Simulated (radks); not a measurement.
Q: Radial electron density D(r) = 4 pi r^2 rho(r) of an atom or ion with 4 electrons. All-electron calculation, scalar-relativistic Kohn-Sham, exchange-only LDA, spin-polarised, spherical densities, point nucleus. Program: a radial shooting solver on a logarithmic mesh with Libxc functionals.

```
   r/bohr * D(r) (the largest magnitude, 52.1, reaches the edge; | marks zero)
 0.002442 |    *
 0.002688 |     *
 0.002958 |      *
 0.003256 |       *
 0.003585 |        *
 0.003946 |          *
 0.004343 |           *
 0.004781 |             *
 0.005221 |               *
 0.005747 |                  *
 0.006326 |                    *
 0.006963 |                       *
 0.007665 |                          *
 0.008437 |                             *
 0.009287 |                                 *
  0.01022 |                                    *
  0.01125 |                                        *
  0.01239 |                                           *
  0.01363 |                                              *
  0.01489 |                                                 *
  0.01639 |                                                   *
  0.01804 |                                                     *
  0.01986 |                                                      *
  0.02186 |                                                      *
  0.02406 |                                                     *
  0.02649 |                                                   *
  0.02916 |                                                *
  0.03209 |                                            *
  0.03533 |                                       *
  0.03858 |                                  *
  0.04246 |                             *
  0.04674 |                        *
  0.05145 |                   *
  0.05664 |                *
  0.06234 |              *
  0.06862 |             *
  0.07554 |             *
  0.08315 |              *
  0.09153 |               *
   0.1007 |                *
     0.11 |                 *
   0.1211 |                 *
   0.1333 |                *
   0.1467 |              *
   0.1615 |           *
   0.1778 |         *
   0.1957 |      *
   0.2154 |    *
   0.2371 |  *
    0.261 |*
    0.285 |*
   0.3138 *
   0.3454 *
   0.3802 *
   0.4185 *
   0.4606 *
```

What is the nuclear charge?

A: Z = 44. The innermost maximum, from 1s, lies near gamma/Z bohr with gamma = sqrt(1 - (Z/c)^2) = 0.947, here 0.0215 bohr (found: 0.0208), and its height grows with Z. The density is that of the ruthenium ion Ru40+ in [He] 2s2; the configuration itself is not fixed sharply by these data, and Z only to a few units. D(r) has 2 maxima, at r = 0.0208, 0.115 bohr, and minima at 0.0714 bohr, inside which lie 2.07 electrons.
